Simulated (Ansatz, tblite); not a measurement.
Forces on the cluster Li₉O₅ at its PBE-D4/def2-SVP geometry. The state is a doublet with charge 0.

The xTB rows come from tblite. At PBE-D4/def2-TZVP the gap within one spin of the charge 0 doublet nearly closes, so an electron or hole may be smeared out by delocalisation error. Another isomer (doublet) lies 0.64 eV lower at PBE0-D4/def2-TZVP; other spin states weren't run for this one.

GFN1-xTB (tblite), largest force 0.85 eV/Å:

```xyz
14
positions Å, forces eV/Å
Li    0.424   -0.100   -0.126   -0.586    0.029   -0.040
Li   -1.261    1.815    0.335    0.119   -0.228   -0.036
Li   -0.304   -2.193   -0.798    0.244    0.270   -0.017
Li    1.872    1.535   -0.290    0.004   -0.075   -0.155
Li   -3.621    1.487    2.315    0.699   -0.266   -0.405
Li    1.630   -1.365    1.194    0.004   -0.082   -0.152
Li    2.230   -0.989   -1.570   -0.450    0.149    0.219
Li   -1.464   -0.611    1.576    0.145    0.087   -0.197
Li   -0.066    0.661   -2.258    0.205   -0.201    0.224
O     0.127    1.637   -0.782   -0.050    0.222    0.091
O    -2.281    0.972    1.529   -0.457    0.179    0.274
O    -0.142   -1.591    0.869   -0.073   -0.048    0.229
O     2.380   -0.194    0.009    0.248    0.069    0.175
O     0.476   -1.065   -2.004   -0.050   -0.103   -0.211
```

GFN2-xTB (tblite), largest force 0.62 eV/Å:

```
Li -0.422 0.013 -0.043
Li 0.269 -0.236 -0.159
Li 0.207 0.356 -0.086
Li -0.086 -0.244 -0.062
Li 0.512 -0.196 -0.299
Li -0.057 0.102 -0.239
Li -0.404 0.116 0.160
Li 0.286 -0.028 -0.265
Li 0.152 -0.302 0.251
O 0.011 -0.019 0.190
O -0.324 0.124 0.190
O 0.026 0.163 0.097
O -0.109 0.085 0.149
O -0.062 0.065 0.116
```

PBE-D4/def2-TZVP (Ansatz), largest force 0.06 eV/Å:

```
Li -0.010 0.009 0.017
Li 0.003 0.002 0.009
Li -0.015 0.004 0.022
Li -0.012 0.010 0.011
Li -0.028 0.013 0.021
Li -0.013 0.004 0.014
Li -0.002 0.007 0.014
Li 0.003 0.006 0.008
Li -0.014 0.017 0.015
O 0.008 0.008 -0.042
O -0.001 -0.005 -0.011
O 0.004 -0.039 -0.017
O 0.056 -0.016 -0.022
O 0.022 -0.020 -0.037
```
